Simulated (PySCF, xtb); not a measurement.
Zn(Et)(NH2) (C2H7NZn), SMILES C[CH2][Zn][NH2]. The values are those of a single conformer.

Harmonic wavenumbers (cm⁻¹) from xtb 6.7.1 with GFN2-xTB at its own minimum, in rising order: 38, 55, 88, 189, 213, 384, 462, 528, 539, 615, 939, 994, 1055, 1214, 1238, 1415, 1483, 1498, 1505, 1554, 2968, 2975, 2999, 3010, 3014, 3423, 3440.

**Question.** What does PBE-D3(BJ)/def2-SVP run with PySCF give at its own minimum? (An estimate is asked for; the answer gives what the named calculation found.)

**Answer.** 33, 95, 125, 241, 242, 424, 510, 599, 657, 718, 911, 938, 1016, 1167, 1205, 1346, 1384, 1423, 1430, 1492, 2947, 2964, 3009, 3021, 3045, 3419, 3505. Paired by order, the mean absolute difference is 47 cm⁻¹ and the zero-point energies are 54.1 and 54.1 kcal/mol.
